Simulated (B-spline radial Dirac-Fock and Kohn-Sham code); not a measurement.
# Subshell cross sections of Ar⁸⁺, photon energy Al Kα (taken as 1486.9 eV)

System: argon as Ar⁸⁺, configuration [He] 2s2 2p6.

Method: Dirac-Hartree-Slater photoionisation with all multipoles and Dirac-Fock thresholds. Computed with a B-spline atomic structure program. The asymmetry parameter β is from the dipole term alone. Kinetic energies are from the vacuum level.

The last column is dσ/dΩ = σ/(4π) · [1 − (β/2) P₂(cos θ)] at θ = 0° from the beam of unpolarised light.

```
  subshell  electrons  binding (eV)  kinetic (eV)  σ (kb)     β  dσ/dΩ (kb/sr)
   L1 (2s)          2         498.2         988.7       ?     ?              ?
L2 (2p1/2)          2         423.2        1063.7    14.5  1.27          0.422
L3 (2p3/2)          4         420.9        1066.0    28.4  1.28          0.816
```

Problem. What are σ and β for L1 (2s)?

Solution. σ = 28.6 kb, the largest of all subshells and 40 % of the total, and β = 2.00, which gives dσ/dΩ = 0.000117 kb/sr.
